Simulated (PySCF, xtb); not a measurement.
disilazane (H7NSi2), SMILES [SiH3]N[SiH3].

GFN2-xTB run with xtb at its own geometry gives an orbital gap of 5.05 eV and a dipole moment of 0.57 D.

Geometry optimised at PBE-D3(BJ)/def2-SVP.

What does PBE/def2-TZVPD (PySCF) give? (Estimate from the structure and the level; the computed values follow.)

gap 5.06 eV (levels -6.20 and -1.13 eV), dipole 0.88 D.
